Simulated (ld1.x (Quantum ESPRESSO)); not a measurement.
# PBE TM dataset for H, scalar-relativistic all-electron reference.

* Element: hydrogen (H)
* Generator: ld1.x (Quantum ESPRESSO) 7.5
* Type: norm-conserving Troullier–Martins (Kleinman–Bylander form)
* Functional: PBE
* Relativity: scalar-relativistic
* Frozen core: none
* Valence charge: 1
* Reference configuration: 1s1
* Partial waves: 1s (bound): rc 1.25 bohr
* Local potential: all-electron potential smoothed inside 1.00 bohr (lloc = -1)
* Core correction: none

All-electron outer shells of the reference configuration (PBE, scalar-relativistic, ld1.x):

| shell | level (eV) | outermost node (bohr) | outermost maximum (bohr) |
| --- | --- | --- | --- |
| 1s | -6.49 | – | 1.03 |

Calculated quality:

- Cutoffs needed: 21 Ry and 35 Ry (the cutoffs (Ry, on a coarse ladder) from which the occupation-weighted sum of valence levels, in a spherical-Bessel basis at the reference potential, stays within 10 and 1 mRy of its value at 400 Ry)
- Ghost test: no extra level below or beside the all-electron valence levels (s, p, d, f tested) (spherical-Bessel basis up to 400 Ry, 20 bohr box)

Generation and tests took about 0.21 s on one core of a shared server CPU.
